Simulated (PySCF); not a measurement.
# One molecule, several mistakes: BCH5NSi

All numbers below are calculated, not measured. The program is PySCF 2.14.0, an open-source quantum chemistry code, run on an isolated molecule that a program drew, which may never have been made. The molecule is BCH5NSi (charge 0, doublet), drawn as the SMILES string `NB=C[SiH2]`.

Each row is a Hartree-Fock (HF) and frozen-core CCSD(T) single point in the cc-pV(D+d)Z basis, meant for a local HF minimum. Run 1 is clean. Each other run has one planted mistake out of seven kinds, and not every kind appears here: one electron removed, one electron added, multiplicity raised by two, geometry at a saddle point, minimal basis STO-3G, one bond length entered in bohr, all coordinates scaled. The reference is restricted for singlets and unrestricted otherwise, and also for a bond in bohr. Adding or removing an electron swaps singlet and doublet. Electrons count all cores. HOMO and LUMO are orbital energies over both spins, the gradient is its largest component, and the lowest frequency (negative if imaginary) is given only where the gradient is small. Bond lengths are over the 8 bonds as drawn. T1 is the CCSD diagnostic: over 0.02 (restricted) or 0.045 (unrestricted) a single reference is doubtful.

Geometry of the clean run:
```xyz
9
BCH5NSi, angstrom
N    -0.8684   -1.2987   -0.3705
B    -0.7497   -0.9204    0.9360
C    -0.6229   -0.4964    2.2603
Si   -0.2635    1.2499    2.7045
H    -0.0825   -1.5554   -0.9321
H    -1.7462   -1.3229   -0.8478
H    -0.6876   -1.2305    3.0590
H    -0.3726    2.1285    1.5074
H    -1.1527    1.7758    3.7760
```

```
run,electrons,basis functions,<S^2>,HOMO (eV),LUMO (eV),gradient (hartree/bohr),lowest frequency (cm^-1),mean bond (Å),longest bond (Å),T1,HF (hartree),CCSD(T) (hartree),mistake
1,37,90,0.770,-7.22,2.27,2.8e-05,117,1.3327,1.837,0.0163,-408.82478,-409.34693,no fault
2,37,90,3.772,-4.00,0.60,1.5e-01,-,1.3327,1.837,0.0162,-408.66902,-409.15910,multiplicity raised by two
3,37,29,0.915,-4.69,6.94,3.4e-02,-,1.3327,1.837,0.0330,-403.94939,-404.18203,?
4,38,90,0.000,0.48,7.85,6.4e-02,-,1.3327,1.837,0.0160,-408.77177,-409.32872,?
```

**Which mistake was planted in run 3, and what did it cost?**

It has 29 basis functions where the clean run has 90, with the same electrons and geometry. So the mistake is: minimal basis STO-3G. Subtracting run 1 and multiplying by 627.51 kcal/mol a hartree, the energy moved by 3059.4 kcal/mol in HF and 3241.0 kcal/mol in CCSD(T).

**Which mistake was planted in run 4, and what did it cost?**

It counts 38 electrons, one more than the clean run, at the same geometry and basis. So the mistake is: one electron added. Subtracting run 1 and multiplying by 627.51 kcal/mol a hartree, the energy moved by 33.3 kcal/mol in HF and 11.4 kcal/mol in CCSD(T).

Cautions from the logs. Run 4: the HOMO is above zero, so the electron isn't bound and the energy depends on the basis.
